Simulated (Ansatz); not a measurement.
Ge(NH2)H3 (GeNH₅): single points at one geometry.

```yaml
crystal:
  periodic: [false, false, false]
  atoms:
    - {symbol: Ge, position_ang: [0.010748, 0.020134, -0.696073]}
    - {symbol: N, position_ang: [0.129008, 0.240302, 1.134368]}
    - {symbol: H, position_ang: [0.661036, -0.496367, 1.583633]}
    - {symbol: H, position_ang: [-0.778468, 0.276939, 1.584458]}
    - {symbol: H, position_ang: [1.447487, 0.012517, -1.229141]}
    - {symbol: H, position_ang: [-0.770624, 1.224023, -1.233233]}
    - {symbol: H, position_ang: [-0.699177, -1.277546, -1.144013]}
basis:
  gaussian: {orbitals: def2-TZVPP, initial_orbitals: start.molden}
correlation: {method: ccsd_t}
scf: {omitted_lower_state_checks: [starts]}
output: {orbitals: {seedname: orbitals}}
```

The file start.molden holds the orbitals of an earlier run on this structure, at another level or in another basis.

```sh
$ ansatz run in.yaml --threads 2 --pin off --events-out ev --progress --plain --max-ram 4352MiB
```

It prints (some lines left out):

```
Functional definition: HF
886 factors; integrals over basis functions are off by at most 1.1e-3 eV
mean field evaluation 1: about -58034.4675 eV, gradient 2.8e1 eV
mean field evaluation 2: about -58035.0653 eV, gradient 7.3e-1 eV
mean field evaluation 4: about -58035.1665 eV, gradient 4.2e-3 eV
mean field evaluation 8: about -58035.1664 eV, gradient 3.0e-6 eV
mean field -58035.16644894 eV, -2132.7530293500 hartree, gradient 3.5e-6 eV, S^2 0.000000; 0 other end points of the search recorded, 0 dependent functions left out
10 core orbitals not correlated: weight in the atoms' cores, before any rotation towards them, 1.000 or more for the frozen orbitals, at most 0.000 for the correlated occupied ones
reference -58035.16644894 eV, -2132.7530293500 hartree; 12, 12 occupied and 127, 127 virtual orbitals, 886 factors
second order -13.30804707 eV of doubles, -0.00000000 eV of singles
cycle   1  -13.41218459 eV  change   -1.0e-1 eV  update   8.2e-2
cycle   2  -13.83607784 eV  change   -4.2e-1 eV  update   2.4e-2
cycle   3  -13.88806412 eV  change   -5.2e-2 eV  update   1.0e-2
cycle   4  -13.88276213 eV  change    5.3e-3 eV  update   2.4e-3
cycle   5  -13.88310329 eV  change   -3.4e-4 eV  update   9.2e-4
cycle   6  -13.88294747 eV  change    1.6e-4 eV  update   2.8e-4
cycle   7  -13.88289035 eV  change    5.7e-5 eV  update   1.3e-4
cycle   8  -13.88290501 eV  change   -1.5e-5 eV  update   4.9e-5
cycle   9  -13.88290613 eV  change   -1.1e-6 eV  update   1.6e-5
perturbative correction -0.47304553 eV, -0.0173841025 hartree
Total energy: -58049.52240061 eV, -2133.2806008428 hartree
Checks for a lower state left out: starts
```

Hardware: 2 threads of Intel Xeon on a shared host. Wall time 24 s, peak host memory 0.96 GiB.

First input, but with `gaussian: {orbitals: def2-TZVP, initial_orbitals: start.molden}`, `hamiltonian: {xc: {name: B97M-V}}` and without the key `correlation` (abridged; 4.9 s):

```
Functional definition: B97M-V
mean field -58079.61578344 eV, -2134.3865122639 hartree, gradient 7.2e-6 eV, S^2 0.000000
Total energy: -58079.61583332 eV, -2134.3865140969 hartree
Checks for a lower state left out: starts
```

First input, but with `gaussian: {orbitals: def2-TZVP, initial_orbitals: start.molden}`, `hamiltonian: {xc: {name: wB97M-V}}` and without the key `correlation` (abridged; 6 s):

```
Functional definition: wB97M-V
mean field -58086.19420112 eV, -2134.6282646544 hartree, gradient 1.8e-5 eV, S^2 0.000000
Total energy: -58086.19424140 eV, -2134.6282661348 hartree
Checks for a lower state left out: starts
```

As the first input, with `gaussian: {orbitals: def2-TZVP, initial_orbitals: start.molden}`, `hamiltonian: {xc: {name: B2PLYP}}` and without the key `correlation`, `output` (abridged; 3.4 s):

```
Functional definition: B2PLYP
mean field -58074.69505776 eV, -2134.2056789304 hartree, gradient 1.0e-6 eV, S^2 0.000000
10 core orbitals not correlated: weight in the atoms' cores, before any rotation towards them, 1.000 or more for the frozen orbitals, at most 0.000 for the correlated occupied ones
second order -15.62577514 eV of doubles, -0.00000000 eV of singles
Total energy: -58078.91416121 eV, -2134.3607281225 hartree
Checks for a lower state left out: starts
```

As the first input, with `gaussian: {orbitals: def2-TZVP, initial_orbitals: start.molden}`, `hamiltonian: {xc: pbe, dispersion: d4}` and without the key `correlation` (abridged; 1.4 s):

```
Functional definition: PBE
mean field -58079.67284468 eV, -2134.3886092259 hartree, gradient 1.4e-5 eV, S^2 0.000000
Total energy: -58079.75876883 eV, -2134.3917668801 hartree
Checks for a lower state left out: starts
```

First input, but with `gaussian: {orbitals: def2-TZVP, initial_orbitals: start.molden}`, `hamiltonian: {xc: {name: revPBE}, dispersion: d4}` and without the key `correlation` (abridged; 2.6 s):

```
Functional definition: revPBE
mean field -58085.51674282 eV, -2134.6033685214 hartree, gradient 1.1e-5 eV, S^2 0.000000
Total energy: -58085.79472175 eV, -2134.6135840586 hartree
Checks for a lower state left out: starts
```

The first input with `gaussian: {orbitals: def2-TZVP, initial_orbitals: start.molden}`, `hamiltonian: {xc: lda}` and without the key `correlation` (abridged; 1.2 s):

```
Functional definition: SPW92
mean field -57990.89107834 eV, -2131.1259394911 hartree, gradient 4.7e-5 eV, S^2 0.000000
Total energy: -57990.89111030 eV, -2131.1259406657 hartree
Checks for a lower state left out: starts
```

Geometry: r2SCAN-D4/def2-TZVP.

Correlated methods freeze 10 core orbitals; core or outer-core shells of Ge are correlated, in sets that lack core-valence functions.
